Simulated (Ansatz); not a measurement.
Two isomers of C2H7NOSi: A = `C[Si@H]1O[C@@H]1N`, B = `CNC(=O)[SiH3]`.

Isolated molecules relaxed with PBE0-D4/def2-TZVP in Ansatz; ΔE leaves out vibrations. CCSD(T)/CBS is the MP2 limit (def2-TZVPP, def2-QZVPP) plus CCSD(T) − MP2 in def2-TZVPP, frozen cores. DFT in def2-TZVPP. One conformer a species, not always the lowest.

(1) Which is lower in electronic energy at CCSD(T)/CBS, and by how much? (Estimate.)

(2) Give E(B) − E(A) in kcal/mol with HF/def2-TZVPP, CCSD(T)/def2-TZVPP, MP2/def2-TZVPP, B2PLYP, r2SCAN-D4, CCSD(T)/def2-SVP, PBE0-D4. (Estimate.)

(3) Does the order hold for the free energy at 298.15 K (harmonic terms from PBE0-D4)? (Estimate.)

Largest T1 diagnostic: 0.016.

## Answers

(1) The calculation gave: A, by 4.5 kcal/mol.

(2) The calculation gave: HF/def2-TZVPP -4.3, CCSD(T)/def2-TZVPP 3.1, MP2/def2-TZVPP 5.5, B2PLYP 1.4, r2SCAN-D4 3.1, CCSD(T)/def2-SVP -9.6, PBE0-D4 2.8. The order is the other way round with HF/def2-TZVPP, CCSD(T)/def2-SVP.

(3) Ansatz gave: Yes: G(B) − G(A) = +1.0 kcal/mol, for one conformer each.

At CCSD(T), def2-SVP lies −14.1 kcal/mol from the extrapolated value and def2-TZVPP −1.5 kcal/mol. In def2-TZVPP, CCSD(T) changes the Hartree–Fock value by +7.3 kcal/mol (the triples alone add −0.0 kcal/mol) and MP2 by +9.7 kcal/mol.
